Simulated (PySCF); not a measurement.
## Carbon: a sound run and one with changed settings

Sound run: C⁺ [He] 2s2 2p1, C²⁺ [He] 2s2. All numbers are calculated (PySCF 2.14, the non-relativistic Hamiltonian (point nucleus), in aug-cc-pVDZ (4s3p2d, 23 functions)). In the sound run the correlated levels freeze 1s2. The sound run starts from symmetry-adapted Hartree-Fock orbitals and uses a fine grid where one is needed.

Changed run: all electrons correlated in a basis built for the valence shell.

| species | method | sound run (hartree) | changed run (hartree) | converged |
| --- | --- | --- | --- | --- |
| C⁺ | MP2 | -37.33191 | -37.33330 | yes |
| C⁺ | CCSD(T) | -37.35820 | -37.35935 | yes |
| C²⁺ | MP2 | -36.44125 | -36.44269 | yes |
| C²⁺ | CCSD(T) | -36.47366 | -36.47468 | yes |

Ionisation energy of C⁺:

```tsv
method	sound run (eV)	changed run (eV)
UHF	24.180	24.180
MP2	24.236	24.235
SCS-MP2	24.190	24.186
CCSD	24.051	24.054
CCSD(T)	24.070	24.073
```

A valence basis has no tight correlating functions, so it recovers only part of the core correlation, and not evenly between atom and ion.

For comparison, NIST gives 24.383 eV between the lowest levels.
